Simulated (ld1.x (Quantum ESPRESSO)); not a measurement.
**Transferability test, TM potential for Si**

| Quantity | Value |
| --- | --- |
| Element | silicon |
| Generator | ld1.x (Quantum ESPRESSO) 7.5 |
| Type | norm-conserving Troullier–Martins (Kleinman–Bylander form) |
| Functional | PBE |
| Relativity | scalar-relativistic |
| Frozen core | [Ne] |
| Valence charge | 4 |
| Reference configuration | 3s1.75 3p2.25 |
| Partial waves | 3p (bound): rc 1.80 bohr; 3s (bound): rc 1.90 bohr |
| Local potential | the s channel |
| Core correction | none |

Energies are relative to the spin-unpolarised reference configuration 3s1.75 3p2.25; without spin polarisation the order of configurations can differ from experiment.

Question: Give the all-electron excitation energy and the error of the potential for: 3s2 3p2; 3s2 3p1; 3s2 3p0; 3s1 3p0; 3s1 3p3; 3s1 3p2; 3s2 3p1.5.

Answer:

```
valence configuration  charge  ΔE all-electron (eV)  error AE − PS (meV)
              3s2 3p2       0                -1.688                 +0.3
              3s2 3p1      +1                 6.052                 +0.2
              3s2 3p0      +2                22.045                 +2.9
              3s1 3p0      +3                56.016                  +70
              3s1 3p3       0                 5.126                 +1.8
              3s1 3p2      +1                13.482                 +6.2
            3s2 3p1.5    +0.5                 1.233                 +0.1
```
